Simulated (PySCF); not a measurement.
## Correlation energy of Ag+ (silver, charge +1)

[Kr] 4d9 5s1, high-spin 3D determinant (an excited configuration). All numbers are calculated (PySCF 2.14, the spin-free X2C one-electron Hamiltonian (Gaussian nucleus), in x2c-TZVPPall (8s6p6d2f1g, 79 functions)). Frozen: [Kr]; 10 electrons correlated.

| level | correlation energy (mhartree) |
| --- | --- |
| CCSD | -302.19 |
| (T) | -8.66 |
| CCSD(T) | -310.85 |

Diagnostics: T1 = 0.0088, D1 = 0.0374, largest double amplitude 0.026.

Cost of the coupled-cluster step: roughly 11 core-seconds, for 10 correlated electrons.
